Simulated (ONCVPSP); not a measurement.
What the settings do to the ONCV potential of Ni

Base potential:

ONCVPSP 4.0.1 input, shortened (lines: element, Z, core and valence counts, functional; n l f; lmax; l rc ep ncon nbas qcut; lloc lpopt rc5 dvloc0; l nproj debl; icmod fcfact rcfact), LDA (Perdew-Wang 92), scalar-relativistic:

```
  Ni 28.00    3    4  -001012      upf
    1    0    2.00
    2    0    2.00
    2    1    6.00
    3    0    2.00
    3    1    6.00
    3    2    8.00
    4    0    1.00
    3
    0    1.35    0.00    3    8   10.10
    1    0.95    0.00    3    7   14.60
    2    1.35    0.00    4    9   11.70
    3    1.30    0.18    3    7    9.00
    4    5    0.85    6.00
    0    2    0.60
    1    2    1.10
    2    3    2.00
    3    2    1.30
    3    1.50    1.40
```

In the p channel the program set the typed energies aside and used -2.957, 0.250 Ha.

Cutoffs, loose and tight: the cutoffs (Ha) at which the residual kinetic energy of the hardest occupied pseudo-wave falls to 1 and 0.1 mHa per electron. They do not see the model core or the augmentation charge, which bear on the density cutoff. Test errors are all-electron minus pseudo excitation energies from the reference, over the configurations 3s2 3p6 3d8 4s2; 3s2 3p6 3d8 4s0; 3s2 3p6 3d7 4s0; 3s2 3p6 3d7 4s2 4p1. A dash means not determined; rows that change the core or the reference have their own tests.

| change | outcome | cutoff, loose | cutoff, tight | bound ghosts | GHOST(+) flags above zero | largest test error (meV) |
| --- | --- | --- | --- | --- | --- | --- |
| base | generated, projector energies reset by the program | 55 Ha | 72 Ha | none | none | +51 |
| f: rc 1.54 | generated, projector energies reset by the program | 55 Ha | 72 Ha | none | none | +51 |

**Question.** What comes out with this change to the base: p: ncon 4, nbas 8?

**Answer.** outcome: generated, projector energies reset by the program; cutoff, loose: 55 Ha; cutoff, tight: 75 Ha; bound ghosts: none; GHOST(+) flags above zero: none; largest test error (meV): +51.

**Question.** What comes out with this change to the base: functional PBE?

**Answer.** outcome: generated, projector energies reset by the program; cutoff, loose: 55 Ha; cutoff, tight: 73 Ha; bound ghosts: none; GHOST(+) flags above zero: none; largest test error (meV): +49.
